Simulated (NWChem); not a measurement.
# Excited singlets of H5NSi by symmetry

SMILES: [SiH3]N
```xyz
7

Si     0.5772     0.0418     0.0000
N     -1.1512    -0.1467     0.0000
H      1.1112    -0.6215    -1.2248
H      1.1112    -0.6215     1.2248
H      1.0995     1.4498     0.0000
H     -1.6724     0.1174    -0.8318
H     -1.6724     0.1174     0.8318
```
Charge 0, spin multiplicity 1.

All runs are NWChem calculations. Structure: optimised with B3LYP/def2-SVP, a minimum by its harmonic frequencies.

Basis set: aug-cc-pVDZ. Symmetry labels belong to the abelian group Cs used in the runs, with the axes of the coordinates shown. Entries are the lowest vertical excitation energy of each symmetry in eV (for CIS and TDDFT among the lowest few roots); a state of one symmetry need not have the same character in every method. Symmetries that some method's roots don't reach, or where a double excitation leads the EOM-CCSD root, are left out.

The correlated methods keep 6 core orbitals frozen. B3LYP has NWChem's definition, with VWN1-RPA local correlation. The structure started from a generated list of species. Coupled-cluster values serve here as a point of comparison, not as the truth.

```json
[
 {"method": "CIS", "a'": "___", "a\"": "___"},
 {"method": "TD-PBE", "a'": "5.15", "a\"": "6.30"},
 {"method": "TD-B3LYP", "a'": "5.56", "a\"": "6.76"},
 {"method": "TDA-CAM-B3LYP", "a'": "5.86", "a\"": "7.14"},
 {"method": "EOM-CCSD", "a'": "5.96", "a\"": "7.31"}
]
```

Q: Fill in the missing entries.

A: 
- CIS, a': 6.96
- CIS, a": 8.24
